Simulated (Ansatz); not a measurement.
`C/C(N)=C\[SiH3]` + `CBCO` → `CBCOC` + `N/C=C/[SiH3]`  (substitution at a C–C bond)

Program: Ansatz. Geometries: PBE0-D4/def2-TZVP. ΔE: electronic, gas phase. CBS: MP2 limit from def2 TZ/QZ plus the TZ coupled-cluster correction, frozen cores. Double bonds are as drawn, so ΔE can hold a change between cis and trans. One conformer a species, not always the lowest.

`C/C(N)=C\[SiH3]`:

```xyz
14

C     0.954    1.109   -0.331
C    -0.172    0.204   -0.721
N    -0.649    0.445   -1.989
C    -0.709   -0.713    0.107
Si   -0.198   -1.018    1.849
H     1.305    0.907    0.680
H     1.802    0.986   -1.012
H     0.637    2.154   -0.383
H    -1.266   -0.246   -2.382
H    -0.013    0.856   -2.651
H    -1.527   -1.317   -0.284
H    -1.018   -2.131    2.399
H    -0.385    0.167    2.738
H     1.238   -1.405    1.978
```

`CBCO`:

Cartesian coordinates in Å:
```
C -0.738 1.395 0.300
B -0.457 -0.052 -0.196
C 0.910 -0.753 0.036
O 1.087 -2.070 -0.448
H -1.615 1.399 0.957
H 0.091 1.877 0.823
H -1.027 2.026 -0.551
H -1.327 -0.652 -0.780
H 1.112 -0.732 1.121
H 1.693 -0.099 -0.388
H 0.271 -2.338 -0.875
```

`CBCOC`:

```xyz
14

C    -0.974   -1.870    0.727
B    -0.552   -1.230   -0.621
C     0.136    0.163   -0.737
O     0.315    0.825    0.489
C     0.928    2.074    0.345
H    -0.135   -2.525    1.012
H    -1.845   -2.524    0.655
H    -1.095   -1.152    1.539
H    -0.704   -1.820   -1.658
H     1.104    0.032   -1.260
H    -0.462    0.780   -1.437
H     1.025    2.515    1.338
H     0.329    2.747   -0.287
H     1.928    1.985   -0.104
```

`N/C=C/[SiH3]`:

Z-matrix (Å, degrees):
```
Si
C 1 1.836
H 1 1.490 2 108.5
H 1 1.491 2 112.7 3 120.0
H 1 1.491 2 112.4 3 -119.9
C 2 1.343 1 121.9 3 -1.4
H 2 1.090 1 120.0 3 179.3
N 6 1.367 2 126.9 1 -176.6
H 6 1.088 2 119.9 1 0.5
H 8 1.006 6 117.8 2 -14.8
H 8 1.004 6 118.1 2 -160.1
```

| level | ΔE (kJ/mol) |
| --- | --- |
| SCS-MP2/def2-TZVPP | 42.1 |
| CCSD(T)/def2-TZVPP | 43.5 |

What does CCSD(T)/CBS give? (An estimate is asked.)

The calculation gave: +46.8 kJ/mol. The listed levels differ from it by -4.7, -3.3 kJ/mol.

Largest T1 diagnostic among the species: 0.012.

In def2-TZVPP, CCSD(T) changes the Hartree–Fock value by +13.3 kJ/mol (the triples alone add +1.2 kJ/mol) and MP2 by +17.9 kJ/mol. The D4 term adds +4.6 kJ/mol with B3LYP and +2.4 kJ/mol with PBE0; it sums over pairs of atoms, weighted by their polarisabilities, and B3LYP, whose exchange is more repulsive, gets the larger term.

B3LYP here is the variant with VWN-RPA as its local correlation; programs differ in this.
